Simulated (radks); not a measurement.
Removal energies from the lanthanum ion La+, [Xe] 5d(3/2: 1, 5/2: 0) 6s1, by Delta-SCF beside the eigenvalue of the level emptied. Calculated with a radial shooting solver on a logarithmic mesh with Libxc functionals: Dirac Kohn-Sham, BLYP, spin-unpolarised, spherical densities, finite nucleus; Fermi nuclear charge, rms radius of each element as measured or else 0.836 A^(1/3) + 0.57 fm. Sub-shells are occupied by j as written (lower j first in brackets).

removed from                                      final configuration  Delta-SCF (eV)  -eigenvalue (eV)
6s1/2                                         [Xe] 5d(3/2: 1, 5/2: 0)          10.942             8.310
5d3/2                                                        [Xe] 6s1          12.311             8.456
5p3/2         [Kr] 4d10 5s2 5p(1/2: 2, 3/2: 3) 5d(3/2: 1, 5/2: 0) 6s1          32.289            27.140
5p1/2         [Kr] 4d10 5s2 5p(1/2: 1, 3/2: 4) 5d(3/2: 1, 5/2: 0) 6s1          34.991            29.674

 A further rearrangement lowers the ion to [Xe] 4f(5/2: 1, 7/2: 0), 10.701 eV above the parent.
